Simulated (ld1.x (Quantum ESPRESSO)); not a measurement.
**Plane-wave convergence, PAW potential for carbon**

C (Z = 6), PAW, made with ld1.x (Quantum ESPRESSO) 7.5 (LDA (PZ), scalar-relativistic). Core [He], reference 2s2 2p1.75 (charge +0.25). Waves: 2s (bound): rcut 1.25, rcutus 1.30 bohr; 2s channel at 2.05 Ry: rcut 1.25, rcutus 1.30 bohr; 2p (bound): rcut 1.90, rcutus 2.35 bohr; 2p channel at 1.25 Ry: rcut 1.90, rcutus 2.35 bohr; 3d channel at 0.15 Ry: rcut 1.85, rcutus 2.35 bohr. Local part: all-electron potential smoothed inside 2.10 bohr (lloc = -1). Core correction: Bessel-smoothed model core, default radius (core density twice the valence density). Augmentation charge: BG, radius 1.30 bohr.

The pseudo-atom Hamiltonian at the reference potential is diagonalised in spherical Bessel functions j_l(qr) that vanish at 20 bohr, with q² up to the cutoff. All-electron valence levels (Ry): 2s -1.2011, 2p -0.5894.

Q: How do the lowest levels (Ry) of each channel move with the cutoff, and are there ghosts?

A:

```tsv
cutoff (Ry)	s #1	s #2	p #1	p #2	d #1	d #2	f #1	Σ f·Δε (mRy)
8	-1.1994	-0.0801	-0.5786	-0.0154	0.0316	0.1220	0.0805	22.4
10	-1.2008	-0.0802	-0.5858	-0.0161	0.0316	0.1219	0.0805	7.0
12	-1.2010	-0.0802	-0.5885	-0.0167	0.0316	0.1219	0.0805	2.0
15	-1.2010	-0.0802	-0.5893	-0.0174	0.0316	0.1219	0.0805	0.6
18	-1.2010	-0.0802	-0.5893	-0.0178	0.0316	0.1219	0.0805	0.5
21	-1.2010	-0.0802	-0.5893	-0.0179	0.0316	0.1219	0.0805	0.4
400	-1.2011	-0.0802	-0.5894	-0.0180	0.0316	0.1219	0.0805	0.0
```

Result: no extra level below or beside the all-electron valence levels (s, p, d, f tested); 10 mRy is reached at 10 Ry and 1 mRy at 15 Ry.

Test run stopped at test 3 of 9 (negative rho).
